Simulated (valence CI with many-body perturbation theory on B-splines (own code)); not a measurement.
**Ladder of approximations for Ho35+**

Calculated by configuration interaction combined with many-body perturbation theory (CI+MBPT): four valence electrons over a frozen Dirac-Fock core [Ar] 3d10, radial functions for each j: 11 s, 11 p, 9 d, 7 f, 5 g, 2 h, 1 i, with the one-electron correlation potential Σ1, the two-electron term Σ2, the three-electron term Σ3, Breit, model QED; selected CI, second order for the rest (own B-spline code, finite nucleus).

No measured spectrum was set against this ion. As an estimate, large intervals hold to a few tenths of a per cent, small ones and those within an open d or f shell to about a per cent.

Each rung adds one term. CI alone is the Dirac-Coulomb CI over the frozen core; QED comes last and gives the full result, which names the levels. Energies are above (4s^2 4p1/2^2) J=0 on the same rung, in cm⁻¹.

Levels are named by their leading jj configuration (3d3/2^4 stands for four electrons in 3d with j = 3/2), which in mixed levels can hold well under half, so a name can repeat and another be missing. Letters in brackets count levels of one name in rising energy.

```csv
Level,CI alone
(4s^2 4p1/2 4p3/2) J=1,422680
(4s^2 4p1/2 4p3/2) J=2,453013
(4s^2 4p3/2^2) J=2,898153
(4s^2 4p3/2^2) J=0,964165
(4s 4p1/2^2 4p3/2) J=2,1058840
(4s 4p1/2^2 4p3/2) J=1,1164690
(4s 4p1/2 4p3/2^2) J=2 [a],1443730
(4s^2 4p1/2 4d3/2) J=2,1462120
(4s 4p1/2 4p3/2^2) J=3,1504370
(4s^2 4p1/2 4d3/2) J=1,1576280
(4s 4p1/2 4p3/2^2) J=0,1571750
(4s 4p1/2 4p3/2^2) J=1 [a],1629080
(4s 4p1/2 4p3/2^2) J=2 [b],1630050
(4s^2 4p1/2 4d5/2) J=3,1654160
(4s 4p1/2 4p3/2^2) J=1 [b],1672400
(4s^2 4p1/2 4d5/2) J=2,1679580
```

Q: What do these energies become with core correlation, Breit and QED?

A: (4s^2 4p1/2 4p3/2) J=1 420883 (-1797); (4s^2 4p1/2 4p3/2) J=2 450457 (-2556); (4s^2 4p3/2^2) J=2 893646 (-4507); (4s^2 4p3/2^2) J=0 958693 (-5472); (4s 4p1/2^2 4p3/2) J=2 1055880 (-2952); (4s 4p1/2^2 4p3/2) J=1 1157630 (-7065); (4s 4p1/2 4p3/2^2) J=2 [a] 1440240 (-3495); (4s^2 4p1/2 4d3/2) J=2 1455200 (-6927); (4s 4p1/2 4p3/2^2) J=3 1498820 (-5549); (4s^2 4p1/2 4d3/2) J=1 1563520 (-12757); (4s 4p1/2 4p3/2^2) J=0 1565240 (-6506); (4s 4p1/2 4p3/2^2) J=1 [a] 1618410 (-10672); (4s 4p1/2 4p3/2^2) J=2 [b] 1619120 (-10935); (4s^2 4p1/2 4d5/2) J=3 1641620 (-12547); (4s 4p1/2 4p3/2^2) J=1 [b] 1657020 (-15379); (4s^2 4p1/2 4d5/2) J=2 1663690 (-15891).

Q: How does the ionisation energy move along the ladder, and which term matters most?

A: CI alone 1547.3, + Σ1 1549.0, + Σ2 1549.1, + Σ3 1549.0, + Breit 1547.3, + QED 1547.3 eV. The largest step is Σ1, 1.7 eV, with Breit about as large (-1.7). NIST lists 1545 ± 5 eV (theoretical).
